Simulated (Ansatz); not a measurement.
```yaml
crystal:
  periodic: [false, false, false]
  atoms:
    - {symbol: Si, position_ang: [-0.933389, -0.941027, 0.287031]}
    - {symbol: C, position_ang: [0.635865, 0.143141, 0.326825]}
    - {symbol: Br, position_ang: [0.555499, 1.172374, 1.989488]}
    - {symbol: C, position_ang: [0.678693, 1.032654, -0.845078]}
    - {symbol: S, position_ang: [1.528775, 0.725512, -2.178174]}
    - {symbol: H, position_ang: [-2.110900, -0.043992, 0.213254]}
    - {symbol: H, position_ang: [-0.961115, -1.753973, 1.525317]}
    - {symbol: H, position_ang: [-0.866663, -1.808947, -0.915130]}
    - {symbol: H, position_ang: [1.521040, -0.490140, 0.379938]}
    - {symbol: H, position_ang: [0.035297, 1.913199, -0.780370]}
basis:
  gaussian: {orbitals: pcseg-2, final_grid: {core_spheres: 20, valence_spheres: 16, degree: 47}}
hamiltonian: {xc: {name: HSE06}, dispersion: d3bj}
scf: {lower_state_search: off}
output: {forces: true}
```

```sh
$ ansatz run in.yaml --threads 4 --pin off --events-out ev --progress --plain --max-ram 10444MiB
```

It prints (some lines left out):

```
Functional definition: HSE06
1556 factors; their error is unknown
95 factors; integrals over basis functions are off by at most 5.4e-7 eV
mean field evaluation 1: about -90889.2179 eV, gradient 6.1e1 eV
mean field evaluation 2: about -90864.3617 eV, gradient 1.1e2 eV
mean field evaluation 4: about -90898.0331 eV, gradient 7.6e0 eV
mean field evaluation 8: about -90898.1938 eV, gradient 1.4e-1 eV
mean field evaluation 16: about -90898.6198 eV, gradient 1.2e-4 eV
mean field -90898.61983108 eV, -3340.4626654948 hartree, gradient 4.5e-6 eV, S^2 0.000000; 0 other end points of the search recorded, 0 dependent functions left out
reference -90898.61988092 eV, -3340.4626673262 hartree; 41, 41 occupied and 200, 200 virtual orbitals, 1556 factors
Total energy: -90898.85989170 eV, -3340.4714875599 hartree
Atom 0 at    -0.933389    -0.941027     0.287031 Å, force    -0.031019    -0.017426    -0.001223 eV/Å
Atom 1 at     0.635865     0.143141     0.326825 Å, force     0.034671    -0.026998    -0.036051 eV/Å
Atom 2 at     0.555499     1.172374     1.989488 Å, force    -0.000350     0.032156     0.054432 eV/Å
Atom 3 at     0.678693     1.032654    -0.845078 Å, force    -0.061701     0.027005     0.057344 eV/Å
Atom 4 at     1.528775     0.725512    -2.178174 Å, force     0.047120    -0.002735    -0.074587 eV/Å
Atom 5 at    -2.110900    -0.043992     0.213254 Å, force     0.010288    -0.007079     0.000867 eV/Å
Atom 6 at    -0.961115    -1.753973     1.525317 Å, force     0.001184     0.005057    -0.010257 eV/Å
Atom 7 at    -0.866663    -1.808947    -0.915130 Å, force    -0.001876     0.005014     0.010371 eV/Å
Atom 8 at     1.521040    -0.490140     0.379938 Å, force    -0.018813     0.011574     0.000981 eV/Å
Atom 9 at     0.035297     1.913199    -0.780370 Å, force     0.020496    -0.026567    -0.001877 eV/Å
Dipole moment:    -0.218806    -0.181238     0.145028 e Å
Checks for a lower state left out: stability, starts, cluster_reference, orbital_swaps, neighbouring_geometries, increment
```

Run time 4.1 s (4 threads of an AMD EPYC 9R14 on a shared host); peak host memory 0.84 GiB.
